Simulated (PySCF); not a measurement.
**How exact exchange moves a shielding**

Molecule: `PBC1CC1`, C$_{3}$H$_{8}$BP.

Atom-mapped SMILES (the numbers label the heavy atoms): `[PH2:1][BH:2][CH:3]1[CH2:4][CH2:5]1`. Hydrogens are named by the atom that carries them. Ha(C4), Ha(C5) are cis to B2 on the ring; Hb(C4), Hb(C5) are trans to B2 on the ring.

GIAO shieldings (ppm, equivalent atoms averaged) in PySCF on the PBE0-D3(BJ)/def2-SVP geometry, basis pcSseg-2, gas phase, non-relativistic:

| functional | exact exchange (%) | σ(B2) | σ(C3) | σ(C4/C5) |
| --- | --- | --- | --- | --- |
| BLYP | 0 | 0.2 | 154.4 | 159.9 |
| BP86 | 0 | 4.5 | 157.9 | 163.3 |
| PBE | 0 | 2.7 | 158.0 | 163.6 |
| B3LYP | 20 | 3.9 | 161.4 | 165.8 |
| PBE0 | 25 | 7.5 | 166.4 | 170.6 |
| mPW1PW91 | 25 | 7.9 | 166.0 | 169.9 |
| HF | 100 | 25.5 | 184.5 | 184.3 |

(1) Fit each shielding as a line in the percentage of exact exchange.

(2) What does the line predict for BHandHLYP (50 %), and what does the run give?

Answers

(1) σ(B2) = 1.8 + 0.23 x (rms 1.6 ppm); σ(C3) = 157.3 + 0.28 x (rms 1.7 ppm); σ(C4/C5) = 162.8 + 0.22 x (rms 1.7 ppm). The functionals also differ in their semilocal parts, which the line can't hold; Hartree–Fock has no correlation at all.

(2) σ(B2): 13.3 predicted, 10.6 computed; σ(C3): 171.3 predicted, 170.7 computed; σ(C4/C5): 173.8 predicted, 173.5 computed ppm.
